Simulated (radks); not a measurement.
The numbers below are computed, except where a source is named.
All-electron atom: Hg V in [Xe] 4f14 5d8 (the NIST ground configuration).

Level of theory: scalar-relativistic Kohn-Sham, r2SCAN, spin-polarised, spherical densities, finite nucleus; open shells are filled with parallel spins first (spin-orbit coupling, left out, can overturn this in heavy ions); meta-GGA in the generalised Kohn-Sham scheme; Fermi nuclear charge, rms radius 5.4648 fm (a radial shooting solver on a logarithmic mesh with Libxc functionals).

Energy parts (hartree):
part                       energy
total                 -19616.0413
kinetic                22008.8291
electron-nucleus      -48717.0791
Hartree                 7461.4801
exchange-correlation    -369.2715

Orbitals (lengths in bohr, moments of r in powers of bohr; <r^-3> diverges for s and p1/2):
orbital  occ.  eigenvalue (hartree)      <r^2>  <r^-3>       <r^4>
1s down     1             -3060.901  0.0003810       -   3.999e-07
1s up       1             -3060.900  0.0003810       -   3.999e-07
2s up       1             -545.1293   0.005796       -  0.00005828
2s down     1             -545.1189   0.005796       -  0.00005828
2p up       3             -470.3358   0.004899   26790  0.00004767
2p down     3             -470.3276   0.004899   26790  0.00004767
3s up       1             -131.2140    0.03728       -    0.002095
3s down     1             -131.2124    0.03728       -    0.002095
3p up       3             -109.5093    0.03844    6174    0.002318
3p down     3             -109.5069    0.03844    6173    0.002317
3d up       5             -86.60502    0.03189   758.6    0.001786
3d down     5             -86.59861    0.03189   758.6    0.001786
4s up       1             -30.56612     0.1797       -     0.04654
4s down     1             -30.55775     0.1797       -     0.04656
4p up       3             -23.41829     0.2052    1492     0.06223
4p down     3             -23.41116     0.2053    1491     0.06222
4d up       5             -14.88766     0.2325   161.4     0.08556
4d down     5             -14.87908     0.2324   161.3     0.08541
5s up       1              -6.31223     0.9112       -       1.196
5s down     1              -6.25787     0.9059       -       1.182
4f up       7              -5.44852     0.2807   31.68      0.1589
4f down     7              -5.43655     0.2794   31.73      0.1568
5p up       3              -4.37908      1.192   261.6       2.102
5p down     3              -4.31271      1.186   264.6       2.082
5d up       5              -2.14799      2.024   18.81       6.562
5d down     3              -2.07482      2.044   18.85       6.758
6s up       0              -1.67212      4.866       -       33.64
6s down     0              -1.62650      5.014       -       35.75
6p up       0              -1.22619      7.068   42.69       71.29
6p down     0              -1.20105      7.285   39.81       75.58

The highest occupied level is 5d down at -56.459 eV. The density falls to 0.001 e/bohr^3 at r = 3.05 bohr. Spin moment in Bohr magnetons: 2. Summed over all electrons, <r^2> = 33.71 bohr^2, which gives a Langevin (diamagnetic) susceptibility term of -26.7 x 10^-6 cm^3/mol. The spin density at the nucleus is -15.57 e/bohr^3 (1s -0.06, 2s -3.08, 3s 0.75, 4s 5.03, 5s -18.20).
